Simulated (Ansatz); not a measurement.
An input meant for Si₆H₁₁, a cluster with a defect cut from the lattice of silicon (one cap removed) (charge 0, doublet).

```yaml
crystal:
  periodic: [false, false, false]
  atoms:
    - {symbol: Si, position_ang: [-0.722587, -0.815909, 2.075941]}
    - {symbol: Si, position_ang: [2.072459, -0.823637, -0.723554]}
    - {symbol: Si, position_ang: [-0.651095, 1.863140, -0.655302]}
    - {symbol: Si, position_ang: [-2.058510, 0.496921, 0.648129]}
    - {symbol: Si, position_ang: [0.646224, 0.489363, -2.060977]}
    - {symbol: Si, position_ang: [0.746376, -2.063389, 0.750959]}
    - {symbol: H, position_ang: [-1.568569, -1.747222, 2.906299]}
    - {symbol: H, position_ang: [0.020570, 0.103722, 3.017174]}
    - {symbol: H, position_ang: [2.899005, -1.759627, -1.568098]}
    - {symbol: H, position_ang: [3.017322, 0.095527, 0.015563]}
    - {symbol: H, position_ang: [-1.456170, 2.851341, -1.461729]}
    - {symbol: H, position_ang: [0.267204, 2.634925, 0.259260]}
    - {symbol: H, position_ang: [-2.849190, -0.406789, -0.263319]}
    - {symbol: H, position_ang: [-3.026049, 1.331547, 1.449523]}
    - {symbol: H, position_ang: [-0.268999, -0.413997, -2.847656]}
    - {symbol: H, position_ang: [1.448468, 1.318983, -3.032097]}
    - {symbol: H, position_ang: [1.483550, -3.154890, 1.489884]}
basis:
  gaussian: {orbitals: def2-SVPD}
magnetization: {spin_polarized: true, initial_magnetization: 2}
hamiltonian: {xc: {name: wB97X-V}}
output: {forces: true}
```

```sh
$ ansatz run in.yaml --threads 4 --pin off --events-out ev --progress --plain --max-ram 4787MiB
```

Output, abridged:

```
Error: a molecule whose nuclei and cores have a total charge of 95 cannot have a net charge of 0 together with 2 unpaired electrons
```

Question: Something in this input is off. What?

Answer: The number of unpaired electrons doesn't fit the electron count. The program refused the input.
